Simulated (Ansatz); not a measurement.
`N[Si](N)(O)[SiH3]` → 8 H• + 2 N• + O• + 2 Si•  (atomization)

Isolated molecules relaxed with PBE0-D4/def2-TZVP in Ansatz; ΔE leaves out vibrations. CBS: MP2 limit from def2 TZ/QZ plus the TZ coupled-cluster correction, frozen cores. This one scheme is used for every species, atoms too. Functionals use def2-TZVPP. Open shells (•) are unrestricted, without spin–orbit coupling. Spin–orbit coupling would lower the free atoms: a little for O, Si. One conformer a species, not always the lowest.

`N[Si](N)(O)[SiH3]`:

Z-matrix (Å, degrees):
```
Si
N 1 1.709
O 1 1.651 2 118.7
N 1 1.719 2 103.8 3 117.8
Si 1 2.344 2 107.5 3 -116.0
H 2 1.006 1 121.6 3 75.1
H 2 1.008 1 121.2 3 -77.4
H 3 0.960 1 116.5 2 63.4
H 4 1.008 1 119.4 2 48.1
H 4 1.008 1 119.2 2 -170.2
H 5 1.491 1 110.2 2 -66.8
H 5 1.491 1 111.9 2 52.6
H 5 1.489 1 111.3 2 173.6
```

```tsv
species	r2SCAN energy (Eh)
`N[Si](N)(O)[SiH3]`	-768.59890
H•	-0.49993
N•	-54.58101
O•	-75.05861
Si•	-289.34127
```

Task: Work out ΔE.

Result: ΔE = 8 × (-0.49993) + 2 × (-54.58101) + 2 × (-289.34127) + (-75.05861) − (-768.59890) = 1.69629 Eh = +4453.6 kJ/mol. CCSD(T)/CBS gives +4496.7 kJ/mol.

Largest T1 diagnostic among the species: 0.012.

In def2-TZVPP, CCSD(T) changes the Hartree–Fock value by +1210.3 kJ/mol (the triples alone add +60.8 kJ/mol) and MP2 by +1250.0 kJ/mol; breaking electron pairs costs correlation energy, which Hartree–Fock lacks. From PBE to PBE0 (25 % exact exchange), in def2-TZVPP and without D4, ΔE moves by −73.4 kJ/mol: exact exchange takes away binding that semilocal exchange gives to molecules.

For atomizations the MP2-based limit and the directly extrapolated one differ by several kJ/mol either way, and by 10 to 25 for some Ge, Se and Sn compounds, so smaller differences from it don't rank the levels.
